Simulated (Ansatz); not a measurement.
Basis-set extrapolation for `BB([SiH3])S` (PBE0-D4/def2-TZVP geometry, frozen core, Ansatz). Multiplicity 1, RHF reference.

```tsv
	def2-TZVPP	def2-QZVPP
HF	-739.347324	-739.369672
MP2 correlation	-0.502771	-0.539987
CCSD(T) correlation	-0.591308	not run
```

Energies in hartree. Use E(X) = E(∞) + A·exp(−7.88·√X) for Hartree–Fock and E(X) = E(∞) + B·X^(−2.97) for correlation, with X = 3 and 4, and add CCSD(T) minus MP2 of the smaller set to the MP2 limit.

Task: What is the CCSD(T) energy at the basis-set limit?

Result: HF limit: -739.369672 + (-0.022348) × 0.13774 = -739.37275. MP2 limit: -0.539987 + (-0.037216) × 0.74074 = -0.56755. Higher-order term: -0.591308 − (-0.502771) = -0.08854. Total: -740.02884 hartree, 2.45 eV below CCSD(T)/def2-TZVPP.
